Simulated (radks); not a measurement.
Neutral samarium inside a hard spherical wall (all orbitals vanish at R), configuration held at [Xe] 4f6 6s2 and not refilled when levels cross. Calculated with a radial shooting solver on a logarithmic mesh with Libxc functionals: scalar-relativistic Kohn-Sham, PBE, spin-polarised, spherical densities, point nucleus; open shells are filled with parallel spins first (spin-orbit coupling, left out, can overturn this in heavy ions). Eigenvalues in eV for spin up, with the zero of energy where the potential of the charges vanishes at infinity; a dash marks a level that is unbound or too diffuse for the functional's potential to be trusted. A positive occupied level is held by the wall or, in an anion where self-interaction has pushed it up, behind a barrier. The pressure on the wall is -dE/dV.

R (bohr) = free: E (hartree) -10427.4329; kinetic (hartree) 11147.124; e(5s) -44.182; e(5p) -23.923; e(6s) -3.673; e(4f) -3.668; e(5d, empty) -1.899; e(6p, empty) -1.245; pressure (GPa) 0
R (bohr) = 15: E (hartree) -10427.4329; kinetic (hartree) 11147.124; e(5s) -44.178; e(5p) -23.919; e(6s) -3.670; e(4f) -3.664; e(5d, empty) -1.895; e(6p, empty) -1.228; pressure (GPa) 0.000306
R (bohr) = 10: E (hartree) -10427.4293; kinetic (hartree) 11147.154; e(5s) -43.967; e(5p) -23.710; e(6s) -3.505; e(4f) -3.456; e(5d, empty) -1.707; e(6p, empty) -0.841; pressure (GPa) 0.0780
R (bohr) = 8: E (hartree) -10427.4108; kinetic (hartree) 11147.263; e(5s) -43.382; e(5p) -23.135; e(6s) -2.959; e(4f) -2.877; e(5d, empty) -1.176; e(6p, empty) 0.151; pressure (GPa) 0.724
R (bohr) = 6: E (hartree) -10427.2993; kinetic (hartree) 11147.745; e(5s) -41.667; e(5p) -21.480; e(6s) -0.665; e(4f) -1.154; e(5d, empty) 0.557; e(6p, empty) 3.847; pressure (GPa) 7.99
R (bohr) = 4: E (hartree) -10426.4047; kinetic (hartree) 11151.119; e(5s) -35.965; e(5p) -16.059; e(6s) 12.717; e(4f) 5.134; e(5d, empty) 7.777; e(6p, empty) 22.559; pressure (GPa) 180
R (bohr) = 3.5: E (hartree) -10425.4929; kinetic (hartree) 11154.553; e(5s) -32.150; e(5p) -12.224; e(6s) 24.153; e(4f) 9.691; e(5d, empty) 13.223; e(6p, empty) 37.078; pressure (GPa) 501
R (bohr) = 3: E (hartree) -10423.4336; kinetic (hartree) 11162.075; e(5s) -25.326; e(5p) -4.881; e(6s) 46.767; e(4f) 17.975; e(5d, empty) 23.570; e(6p, empty) 64.170; pressure (GPa) 1610
R (bohr) = 2: E (hartree) -10403.1750; kinetic (hartree) 11227.085; e(5s) 22.604; e(5p) 51.115; e(6s) 209.52; e(4f) 65.890; e(5d, empty) 97.634; e(6p, empty) 243.62; pressure (GPa) 30000
R (bohr) = 1.5: E (hartree) -10348.5677; kinetic (hartree) 11387.793; e(5s) 138.06; e(5p) 183.21; e(6s) 532.74; e(4f) 143.68; e(5d, empty) 253.16; e(6p, empty) 582.27; pressure (GPa) 218000
